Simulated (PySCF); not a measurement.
**Polarisability and C₆ of Ni²⁺ (nickel, charge +2)**

[Ar] 3d8, high-spin 3F determinant. Calculation: PySCF 2.14, in aug-cc-pVDZ-DK (7s6p4d2f, 59 functions); scalar relativity by spin-free X2C-1e. Coupled (time-dependent) response in atomic units; α is the mean over directions. A double-zeta set is small for polarisabilities.

| method | mean α (bohr³) | C₆ (like pair) | S(−4) |
| --- | --- | --- | --- |
| r2SCAN0 | 3.052 | 8.530 | 4.483 |

S(−4) is the Cauchy moment in α(ω) = α(0) + S(−4) ω² + …

α(iu) at r2SCAN0:

```json
{"u (hartree)": "0", "α(iu) (bohr³)": "3.052"}
{"u (hartree)": "0.0500", "α(iu) (bohr³)": "3.041"}
{"u (hartree)": "0.100", "α(iu) (bohr³)": "3.009"}
{"u (hartree)": "0.200", "α(iu) (bohr³)": "2.891"}
{"u (hartree)": "0.300", "α(iu) (bohr³)": "2.727"}
{"u (hartree)": "0.500", "α(iu) (bohr³)": "2.368"}
{"u (hartree)": "0.750", "α(iu) (bohr³)": "1.982"}
{"u (hartree)": "1.00", "α(iu) (bohr³)": "1.683"}
{"u (hartree)": "1.50", "α(iu) (bohr³)": "1.260"}
{"u (hartree)": "2.00", "α(iu) (bohr³)": "0.9773"}
{"u (hartree)": "3.00", "α(iu) (bohr³)": "0.6383"}
{"u (hartree)": "5.00", "α(iu) (bohr³)": "0.3370"}
```

For an ion, C₆ is the dispersion term alone; charge-induced terms of lower order in 1/R come first.
